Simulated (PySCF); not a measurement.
Species: C4H9NOSi.
SMILES: `C1CN([SiH2]C1)C=O`

The closed-shell ground state was solved at several levels (PySCF, density fitting, gas phase, non-relativistic). One conformer (not necessarily the lowest) at the PBE0-D3(BJ)/def2-SVP geometry, without solvent, vibrations or thermal averaging.

```json
{"level": "B97-2/pcSseg-1", "basis functions": "171", "total energy (Eh)": "-577.2131", "HOMO (eV)": "-7.11", "LUMO (eV)": "0.17", "gap (eV)": "7.28", "dipole (D)": "4.33"}
{"level": "wB97X-D/def2-SVPD", "basis functions": "219", "total energy (Eh)": "-576.9649", "HOMO (eV)": "-9.29", "LUMO (eV)": "1.87", "gap (eV)": "11.16", "dipole (D)": "4.49"}
```

(1) Estimate the row for PBE0/pcSseg-1, a basis of 171 functions; the other rows only guide the guess.

(2) Over all these levels, which gives the widest orbital gap and which the narrowest?

(3) How far do the dipole and the HOMO energy spread over the levels?

## Answers

(1) Total energy -576.8498 Eh, HOMO -7.36 eV, LUMO 0.22 eV, gap 7.58 eV, dipole 4.34 D.

(2) wB97X-D/def2-SVPD (range-separated hybrid) has the widest, 11.16 eV, and B97-2/pcSseg-1 (global hybrid, 21 % exact exchange) the narrowest, 7.28 eV. Functional and basis both differ between the two, so the spread mixes both effects.

(3) The dipole runs from 4.33 to 4.49 D (mean 4.38 D) and the HOMO from -9.29 to -7.11 eV.

Note: wB97X-D ran without an empirical dispersion term, which enters the total energy and its gradient alone.
